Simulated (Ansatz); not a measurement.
`O/C=N/[SiH3]` + `[GaH2][CH]1BO1` → `[SiH3]C1BO1` + `O/C=[N]/[GaH2]` at 500 K and 1 bar (redistribution).

Gas-phase electronic energies from Ansatz, PBE0-D4/def2-TZVP geometries. CCSD(T)/CBS is the MP2 limit (def2-TZVPP, def2-QZVPP) plus CCSD(T) − MP2 in def2-TZVPP, frozen cores. Double bonds are as drawn, so ΔE can hold a change between cis and trans. For Ga outer-core shells are correlated without core-valence functions, which leaves a few kJ/mol of doubt a bond. Scalar relativity is left out up to krypton. One conformer a species, not always the lowest.

```csv
species,CCSD(T)/CBS energy (Eh),H − E (kJ/mol),S (J/(mol·K))
`O/C=N/[SiH3]`,-460.01548,199.1,357.8
`[GaH2][CH]1BO1`,-2064.32562,156.5,367.6
`[SiH3]C1BO1`,-430.08021,188.1,358.3
`O/C=[N]/[GaH2]`,-2094.25715,167.6,374.2
```

H − E and S are ideal-gas, rigid-rotor, harmonic terms from PBE0-D4/def2-TZVP, for one conformer and one mirror image of each species. 1 Eh = 2625.50 kJ/mol, R = 8.31446 J/(mol·K).

Question: By hand: ΔE, ΔH, ΔS and ΔG.

Answer: ΔE = (-430.08021) + (-2094.25715) − (-460.01548) − (-2064.32562) = 0.00374 Eh = 9.8 kJ/mol. Δ(H − E) = 188.1 + 167.6 − 199.1 − 156.5 = 0.1, so ΔH = 9.9 kJ/mol. ΔS = 358.3 + 374.2 − 357.8 − 367.6 = 7.1 J/(mol·K). ΔG = 9.9 − 500 × (7.1)/1000 = 6.4 kJ/mol.

Question: By hand: the equilibrium constant, and the temperature at which ΔG would vanish if ΔH and ΔS stayed fixed.

Answer: log₁₀ K = −ΔG/(RT ln 10) = -0.7. ΔG = 0 at ΔH/ΔS = 1394 K, though so small a ΔH makes that figure unsure.

TΔS isn't small against ΔH here. A doubt of 5 kJ/mol in ΔE shifts log₁₀ K by 0.5 here. Other conformers and mirror images would add mixing entropy, several J/(mol·K) or more a flexible species. These are equilibria of isolated gas molecules and say nothing of rates. Largest T1 diagnostic: 0.016 (customary marks: 0.02 for closed shells, 0.045 for open ones).
